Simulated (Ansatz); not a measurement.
**Nudged elastic band run: CH6Ge**

input.yaml

```yaml
crystal:
  periodic: [false, false, false]
  atoms:
    - { symbol: Ge, position_ang: [0.17593, -0.027783, 0.359738] }
    - { symbol: H, position_ang: [-0.263051, -0.297955, 1.815458] }
    - { symbol: C, position_ang: [2.137796, 0.031394, 0.238539] }
    - { symbol: H, position_ang: [2.568818, -0.928613, 0.558752] }
    - { symbol: H, position_ang: [2.45117, 0.229129, -0.797115] }
    - { symbol: H, position_ang: [2.535918, 0.827999, 0.884169] }
    - { symbol: H, position_ang: [-0.43173, 1.316813, -0.095993] }
    - { symbol: H, position_ang: [-0.384652, -1.150984, -0.53975] }
basis:
  gaussian: { orbitals: def2-SVP }
hamiltonian:
  xc: b3lyp
  dispersion: d4
neb:
  order_check: false
  images: 5
  f_tol: 0.03
  max_iterations: 60
  final_atoms:
    - { symbol: Ge, position_ang: [-0.8881925, -0.02899029, 0.41379558] }
    - { symbol: H, position_ang: [1.2417568, -0.12783874, 1.2724062] }
    - { symbol: C, position_ang: [2.15597657, -0.02698111, 0.64667349] }
    - { symbol: H, position_ang: [2.65931568, -1.00307017, 0.63153311] }
    - { symbol: H, position_ang: [1.9164445, 0.28621433, -0.37749664] }
    - { symbol: H, position_ang: [2.78906075, 0.73044759, 1.12889983] }
    - { symbol: H, position_ang: [-0.57710214, 1.22242036, -0.53476752] }
    - { symbol: H, position_ang: [-0.50706065, -1.05220197, -0.75724605] }
  initial_path:
    images:
      - { positions_ang: [[0.17593, -0.027783, 0.359738], [-0.263051, -0.297955, 1.815458], [2.137796, 0.031394, 0.238539], [2.568818, -0.928613, 0.558752], [2.45117, 0.229129, -0.797115], [2.535918, 0.827999, 0.884169], [-0.43173, 1.316813, -0.095993], [-0.384652, -1.150984, -0.53975]] }
      - { positions_ang: [[0.11657098, -0.02497419, 0.2426693], [0.12007166, -0.19951448, 1.71566663], [2.11961447, 0.02670026, 0.34914939], [2.528561, -0.96005155, 0.5192963], [2.33912668, 0.33431826, -0.66668803], [2.60118286, 0.73465717, 1.02219306], [-0.54047068, 1.28856767, -0.23169112], [-0.49445798, -1.19970313, -0.52679752]] }
      - { positions_ang: [[0.05721197, -0.02216539, 0.12560059], [0.50319431, -0.10107397, 1.61587525], [2.10143295, 0.02200652, 0.45975979], [2.48830399, -0.99149011, 0.4798406], [2.22708337, 0.43950752, -0.53626105], [2.66644771, 0.64131534, 1.16021712], [-0.64921136, 1.26032234, -0.36738925], [-0.60426395, -1.24842226, -0.51384505]] }
      - { positions_ang: [[-0.00214705, -0.01935658, 0.00853189], [0.88631697, -0.00263345, 1.51608388], [2.08325142, 0.01731277, 0.57037018], [2.44804699, -1.02292866, 0.44038489], [2.11504005, 0.54469678, -0.40583408], [2.73171257, 0.54797351, 1.29824118], [-0.75795203, 1.23207701, -0.50308737], [-0.71406993, -1.29714139, -0.50089257]] }
      - { positions_ang: [[-0.29749553, -0.02256782, 0.14361979], [1.00479691, -0.04436854, 1.43485798], [2.10749314, 0.00254814, 0.59580462], [2.51846988, -1.01630916, 0.50410096], [2.04884154, 0.45853597, -0.39638827], [2.75082863, 0.6087982, 1.24179406], [-0.69766874, 1.22885813, -0.51364742], [-0.64506683, -1.21549492, -0.58634373]] }
      - { positions_ang: [[-0.59284402, -0.02577905, 0.27870768], [1.12327685, -0.08610364, 1.35363209], [2.13173485, -0.01221648, 0.62123906], [2.58889278, -1.00968967, 0.56781704], [1.98264302, 0.37237515, -0.38694245], [2.76994469, 0.6696229, 1.18534695], [-0.63738544, 1.22563925, -0.52420747], [-0.57606374, -1.13384844, -0.67179489]] }
      - { positions_ang: [[-0.8881925, -0.02899029, 0.41379558], [1.2417568, -0.12783874, 1.2724062], [2.15597657, -0.02698111, 0.64667349], [2.65931568, -1.00307017, 0.63153311], [1.9164445, 0.28621433, -0.37749664], [2.78906075, 0.73044759, 1.12889983], [-0.57710214, 1.22242036, -0.53476752], [-0.50706065, -1.05220197, -0.75724605]] }
```

Launched with:

```bash
$ ansatz run input.yaml --threads 1 --pin off --max-ram 2048MiB --backend cpu --events-out ev --progress --plain --runs-dir out
```

Output, in part (warnings, iteration lines, the closing report on the highest movable image, with atoms numbered from 0):

```
NEB end point (image 0): max|allowed force component| = 1.056e-2 eV/Å (the criterion of neb.relax_end_points is 1.000e-2)
NEB end point (image 6): max|allowed force component| = 1.404e-2 eV/Å (the criterion of neb.relax_end_points is 1.000e-2)
NEB iter   1: max|band force component| = 3.755e0 eV/Å  barrier→ = 4.4480 eV  barrier← = 3.1988 eV  Δτ_max = 0.2000 Å  (166 SCF iters)
NEB iter   2: max|band force component| = 1.899e0 eV/Å  barrier→ = 2.8060 eV  barrier← = 1.5569 eV  Δτ_max = 0.1876 Å  (132 SCF iters)
NEB iter   3: max|band force component| = 1.842e0 eV/Å  barrier→ = 2.3265 eV  barrier← = 1.0773 eV  Δτ_max = 0.0944 Å  (127 SCF iters)
NEB iter   4: max|band force component| = 1.681e0 eV/Å  barrier→ = 2.3295 eV  barrier← = 1.0804 eV  CI = image 3  Δτ_max = 0.0956 Å  (119 SCF iters)
NEB iter   5: max|band force component| = 9.476e-1 eV/Å  barrier→ = 2.5420 eV  barrier← = 1.2929 eV  CI = image 3  Δτ_max = 0.1117 Å  (123 SCF iters)
NEB iter   6: max|band force component| = 3.715e-1 eV/Å  barrier→ = 2.6332 eV  barrier← = 1.3841 eV  CI = image 3  Δτ_max = 0.0289 Å  (122 SCF iters)
NEB iter   7: max|band force component| = 1.241e-1 eV/Å  barrier→ = 2.6304 eV  barrier← = 1.3812 eV  CI = image 3  Δτ_max = 0.0388 Å  (112 SCF iters)
NEB iter   8: max|band force component| = 6.912e-2 eV/Å  barrier→ = 2.6280 eV  barrier← = 1.3789 eV  CI = image 3  Δτ_max = 0.1144 Å  (117 SCF iters)
NEB iter   9: max|band force component| = 1.169e-1 eV/Å  barrier→ = 2.6251 eV  barrier← = 1.3759 eV  CI = image 3  Δτ_max = 0.0571 Å  (114 SCF iters)
NEB iter  10: max|band force component| = 1.235e-1 eV/Å  barrier→ = 2.6220 eV  barrier← = 1.3728 eV  CI = image 3  Δτ_max = 0.0571 Å  (114 SCF iters)
NEB iter  11: max|band force component| = 1.034e-1 eV/Å  barrier→ = 2.6197 eV  barrier← = 1.3706 eV  CI = image 3  Δτ_max = 0.0571 Å  (114 SCF iters)
NEB iter  12: max|band force component| = 1.043e-1 eV/Å  barrier→ = 2.6180 eV  barrier← = 1.3688 eV  CI = image 3  Δτ_max = 0.0285 Å  (112 SCF iters)
NEB iter  13: max|band force component| = 6.729e-2 eV/Å  barrier→ = 2.6174 eV  barrier← = 1.3682 eV  CI = image 3  Δτ_max = 0.0284 Å  (114 SCF iters)
NEB iter  14: max|band force component| = 4.805e-2 eV/Å  barrier→ = 2.6171 eV  barrier← = 1.3679 eV  CI = image 3  Δτ_max = 0.0284 Å  (114 SCF iters)
NEB iter  15: max|band force component| = 3.821e-2 eV/Å  barrier→ = 2.6169 eV  barrier← = 1.3678 eV  CI = image 3  Δτ_max = 0.0284 Å  (113 SCF iters)
NEB iter  16: max|band force component| = 3.027e-2 eV/Å  barrier→ = 2.6169 eV  barrier← = 1.3677 eV  CI = image 3  Δτ_max = 0.0128 Å  (105 SCF iters)
NEB iter  17: max|band force component| = 2.209e-2 eV/Å  barrier→ = 2.6169 eV  barrier← = 1.3677 eV  CI = image 3  Δτ_max = 0.0000 Å  (223 SCF iters)
Total energy: -57644.02383550 eV, -2118.3788034318 hartree
Atom 0 at    -0.366785    -0.053812     0.409286 Å, force    -0.000946    -0.000870    -0.000522 eV/Å
Atom 1 at     0.739030    -0.224608     1.486592 Å, force    -0.000069    -0.001985    -0.000748 eV/Å
Atom 2 at     2.011603     0.000416     0.412736 Å, force     0.003060     0.006533     0.002493 eV/Å
Atom 3 at     2.438190    -0.972908     0.682537 Å, force    -0.001143    -0.000742    -0.001146 eV/Å
Atom 4 at     2.152293     0.217057    -0.651144 Å, force    -0.000431    -0.002800    -0.000300 eV/Å
Atom 5 at     2.405272     0.809884     1.038958 Å, force    -0.000257    -0.000366    -0.000231 eV/Å
Atom 6 at    -0.326024     1.347759    -0.249145 Å, force     0.000835     0.000564    -0.000052 eV/Å
Atom 7 at    -0.263380    -1.123788    -0.706021 Å, force    -0.001049    -0.000334     0.000507 eV/Å
Dipole moment:     0.198230     0.006367    -0.008837 e Å
```

It converged. Neighbouring images differ by up to 1.3 eV, so the band resolves the path poorly. A vibrational analysis at the climbing image gives one clearly imaginary mode, 1155i cm⁻¹: a first-order saddle point. The orbitals stay closed-shell, which can raise the energy where a bond breaks towards radicals; this wasn't checked here.

Final band (atoms are numbered from 1 in the order of the input):

| image | path coordinate (Å) | energy (kJ/mol) | Ge1–H2 (Å) | Ge1–C3 (Å) | H2–C3 (Å) |
| --- | --- | --- | --- | --- | --- |
| 0 | 0.00 | 0.0 | 1.54 | 1.97 | 2.89 |
| 1 | 0.48 | 28.0 | 1.53 | 1.94 | 2.49 |
| 2 | 0.97 | 151.0 | 1.49 | 2.07 | 2.05 |
| 3 | 1.45 | 252.5 | 1.55 | 2.38 | 1.68 |
| 4 | 1.89 | 175.8 | 1.75 | 2.54 | 1.25 |
| 5 | 2.33 | 124.0 | 2.06 | 2.86 | 1.12 |
| 6 | 2.77 | 120.5 | 2.30 | 3.05 | 1.11 |

Time of the run: 3.4 min on 1 thread of Arm Neoverse V2, with other jobs on the host, peak memory 0.14 GiB.
